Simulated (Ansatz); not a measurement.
Consider the formal hydrolysis of the Al–Si bond: `O[SiH2][Al]([OH])[OH]` + H₂O → `[OH][Al]([OH])[OH]` + silanol.

Program: Ansatz. Geometries: PBE0-D4/def2-TZVP. ΔE: electronic, gas phase. CCSD(T)/CBS adds triple-zeta CCSD(T) − MP2 to the extrapolated MP2 energy (def2 sets, frozen cores). This one scheme is used for every species. DFT in def2-TZVPP. B3LYP here is the variant with VWN-RPA as its local correlation; programs differ in this. One conformer a species, not always the lowest.

`O[SiH2][Al]([OH])[OH]`:

Z-matrix (Å, degrees):
```
Si
Al 1 2.441
O 1 1.660 2 107.5
H 1 1.491 2 112.5 3 -120.2
H 1 1.491 2 112.5 3 120.2
O 2 1.700 1 110.3 3 0.1
O 2 1.691 1 124.6 3 -179.9
H 3 0.959 1 115.5 2 -0.1
H 6 0.955 2 128.5 1 180.0
H 7 0.955 2 127.8 1 180.0
```

H₂O:

Cartesian coordinates in Å:
```
O 0.335 0.142 -0.137
H -0.042 0.277 0.734
H -0.293 -0.419 -0.597
```

`[OH][Al]([OH])[OH]`:

Z-matrix (Å, degrees):
```
Al
O 1 1.689
O 1 1.689 2 120.0
O 1 1.689 2 120.0 3 -180.0
H 2 0.955 1 122.4 3 0.0
H 3 0.956 1 122.5 2 -180.0
H 4 0.956 1 122.4 2 0.0
```

`O[SiH3]`:

```xyz
6

O     0.751    1.032   -0.120
Si   -0.329   -0.211   -0.057
H     1.591    0.917    0.324
H     0.221   -1.449   -0.675
H    -1.517    0.244   -0.816
H    -0.717   -0.533    1.344
```

```csv
level,ΔE (kJ/mol),difference from CCSD(T)/CBS
PBE-D4,-112.8,23.7
r2SCAN-D4,-136.9,-0.4
PBE0-D4,-120.4,16.1
B3LYP-D4,-136.2,0.3
ωB97X-V,-135.1,1.4
PBE,-115.7,20.8
r2SCAN,-137.8,-1.3
PBE0,-123.3,13.2
B3LYP,-140.8,-4.3
MP2/def2-TZVPP,-148.9,-12.4
SCS-MP2/def2-TZVPP,-151.5,-15.0
CCSD(T)/def2-TZVPP,-140.2,-3.7
HF/def2-QZVPP,-162.3,-25.8
MP2/def2-QZVPP,-147.1,-10.6
HF/CBS(def2),-162.5,-26.0
MP2/CBS(def2),-145.2,-8.7
CCSD(T)/CBS,-136.5,0
```

Largest T1 diagnostic among the species: 0.013.

In def2-TZVPP, CCSD(T) changes the Hartree–Fock value by +21.1 kJ/mol (the triples alone add +3.4 kJ/mol) and MP2 by +12.4 kJ/mol. From PBE to PBE0 (25 % exact exchange), in def2-TZVPP and without D4, ΔE moves by −7.6 kJ/mol.
